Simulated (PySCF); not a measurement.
**Mn(2+): excitation energy**

Mn(2+) [Ar] 3d5 (6S) → Mn(2+) [Ar] 3d4 4s1 (6D), as a difference of total energies. All numbers are calculated (PySCF 2.14, scalar relativity by spin-free X2C-1e, in x2c-QZVPPall with one added diffuse shell each of s, p, d, f, g type (12s8p6d5f3g, 128 functions)). Correlated levels: valence: [Ar] frozen; valence and next inner shell: [Ne] frozen. The calculations carry no spin-orbit coupling.

```tsv
method	excitation energy (cm⁻¹)
UHF	58479
LDA	62148
PBE	60756
PBE0	61714
r2SCAN	61557
BLYP	59175
r2SCANh	61740
B2PLYP	61092
MP2 (valence)	62517
SCS-MP2 (valence)	59825
MP2 (valence and next inner shell)	63786
SCS-MP2 (valence and next inner shell)	61321
```

A first-order spin-orbit estimate (lowest level to lowest level, LS coupling) adds -0.072 eV.
